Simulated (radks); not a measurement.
Results of a calculation; reference values are marked as such.
Q: Ionisation of the nickel ion Ni2+, [Ar] 3d8, to Ni3+, [Ar] 3d7, under several functionals. Non-relativistic Kohn-Sham, spin-polarised, spherical densities, point nucleus; open shells are filled with parallel spins first; a radial shooting solver on a logarithmic mesh with Libxc functionals. Known Delta-SCF values: OLYP 36.113 eV. What does PBE give, and what is its highest occupied eigenvalue?

A: 36.169 eV by Delta-SCF; the 3d eigenvalue is -27.419 eV. NIST: 35.19 eV (measured).
